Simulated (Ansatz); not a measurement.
`O=C/N=C\[SiH3]` + `OB1N[SiH2]1` → `[SiH3]OB1N[SiH2]1` + `C=NC=O`  (ligand exchange at the Si–C bond)

Computed with Ansatz on PBE0-D4/def2-TZVP structures; ΔE is electronic, products minus reactants. CBS: MP2 limit from def2 TZ/QZ plus the TZ coupled-cluster correction, frozen cores. DFT in def2-TZVPP. Each species was taken in one conformer, which may not be the lowest.

`O=C/N=C\[SiH3]`:

```xyz
10

O    -0.754    1.606    1.147
C     0.171    0.942    1.535
N     1.225    0.524    0.732
C     1.012   -0.106   -0.349
Si   -0.667   -0.704   -1.029
H     0.309    0.667    2.595
H     1.901   -0.310   -0.956
H    -0.383   -1.945   -1.797
H    -1.205    0.322   -1.953
H    -1.611   -0.994    0.075
```

`OB1N[SiH2]1`:

Z-matrix (Å, degrees):
```
Si
B 1 1.923
N 1 1.759 2 44.2
H 1 1.488 2 125.7 3 91.6
H 1 1.488 2 125.7 3 -91.6
O 2 1.350 1 158.9 3 -180.0
H 3 1.009 1 145.5 2 180.0
H 6 0.962 2 113.7 1 180.0
```

`[SiH3]OB1N[SiH2]1`:

Cartesian coordinates in Å:
```
Si -0.230 2.282 0.259
O 0.588 0.980 -0.342
B 0.360 -0.344 -0.254
N 0.972 -1.505 -0.702
Si -0.445 -2.045 0.189
H -0.574 3.173 -0.874
H -1.464 1.841 0.957
H 0.661 2.999 1.203
H 1.781 -1.784 -1.238
H -1.479 -2.753 -0.612
H -0.169 -2.845 1.413
```

`C=NC=O`:

Cartesian coordinates in Å:
```
C 0.540 -0.982 0.262
N 0.544 0.071 -0.428
C -0.475 1.010 -0.327
O -0.695 1.679 0.644
H -0.277 -1.248 0.940
H 1.382 -1.669 0.190
H -1.019 1.139 -1.281
```

(1) Is it downhill or uphill in electronic energy at CCSD(T)/CBS, and by how much? (Best estimate.)

(2) What do these levels give: PBE, r2SCAN, PBE0, MP2/def2-TZVPP, HF/def2-QZVPP, MP2/def2-QZVPP? (Estimate.)

Largest T1 diagnostic among the species: 0.017.

Answers

(1) Computed: Downhill: ΔE = -108.2 kJ/mol.

(2) Computed: PBE -93.2, r2SCAN -104.5, PBE0 -100.4, MP2/def2-TZVPP -111.4, HF/def2-QZVPP -133.7, MP2/def2-QZVPP -111.8 kJ/mol.

In def2-TZVPP, CCSD(T) changes the Hartree–Fock value by +23.7 kJ/mol (the triples alone add +4.1 kJ/mol) and MP2 by +20.7 kJ/mol. From PBE to PBE0 (25 % exact exchange), in def2-TZVPP and without D4, ΔE moves by −7.3 kJ/mol.
